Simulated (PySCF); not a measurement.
Al(F)2(OH) (AlF2HO), SMILES [OH][Al]([F])[F].

Geometry optimised at PBE0-D3(BJ)/def2-SVP. Other conformers were not sampled.

Calculation: PySCF with CAM-B3LYP/def2-TZVPD.

Symmetry labels are those of the subgroup Cs that the program uses (full group Cs).

Computed valence orbital energies around the gap with their symmetry:
```json
[
 {"orbital": "HOMO−7", "symmetry": "A'", "energy (eV)": "-15.16"},
 {"orbital": "HOMO−6", "symmetry": "A'", "energy (eV)": "-14.45"},
 {"orbital": "HOMO−5", "symmetry": "A\"", "energy (eV)": "-13.85"},
 {"orbital": "HOMO−4", "symmetry": "A'", "energy (eV)": "-13.79"},
 {"orbital": "HOMO−3", "symmetry": "A\"", "energy (eV)": "-13.44"},
 {"orbital": "HOMO−2", "symmetry": "A'", "energy (eV)": "-13.24"},
 {"orbital": "HOMO−1", "symmetry": "A'", "energy (eV)": "-11.94"},
 {"orbital": "HOMO", "symmetry": "A\"", "energy (eV)": "-11.59"},
 {"orbital": "LUMO", "symmetry": "A'", "energy (eV)": "-0.75"},
 {"orbital": "LUMO+1", "symmetry": "A\"", "energy (eV)": "0.94"},
 {"orbital": "LUMO+2", "symmetry": "A'", "energy (eV)": "1.07"},
 {"orbital": "LUMO+3", "symmetry": "A'", "energy (eV)": "1.83"}
]
```
